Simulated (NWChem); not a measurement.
Species: C3H5BO; SMILES C#CB(C)O

```xyz
10

B     -0.0728    -0.4530    -0.0012
C      0.0198     1.0928    -0.0009
C      0.0918     2.3085     0.0003
H      0.1611     3.3819     0.0021
C      1.2108    -1.3517     0.0000
H      0.9706    -2.4242    -0.0101
H      1.8287    -1.1318     0.8868
H      1.8447    -1.1173    -0.8715
O     -1.2950    -1.0424     0.0002
H     -2.0153    -0.4023     0.0001
```
Atoms are numbered in this order, from 1.

Program: NWChem. Medium grid unless said otherwise, to which SCAN and Minnesota functionals are sensitive. Coordinates come from a PBE0/def2-SVP optimisation. Hybrids' shares of exact exchange are those that their runs print; pure functionals count as 0. The functionals differ in more than this share.

```csv
row,share of exact exchange,highest occupied level (eV)
PBE/def2-SVP,0.00,-6.76
BLYP/def2-SVP,0.00,-6.55
TPSSh/def2-SVP,0.10,-7.31
B3LYP/def2-SVP,0.20,-7.77
M06-2X/def2-SVP,0.54,withheld
```

Fit a straight line of the last column on the one before it, predict the withheld value, and compare with the run.


1. Means of the 4 shown rows: x = 0.075, y = -7.097. Slope Σ(x − x̄)(y − ȳ)/Σ(x − x̄)² = -0.1557/0.02750 = -5.664; intercept -6.673.
2. The shown rows scatter about the line by 0.085 (root mean square); the largest residual is +0.12, at BLYP/def2-SVP.
3. At x = 0.54 (M06-2X/def2-SVP; beyond the shown range) the line gives -9.73.
4. The run gives -9.34, +0.39 from the line, 4.6 times the scatter.
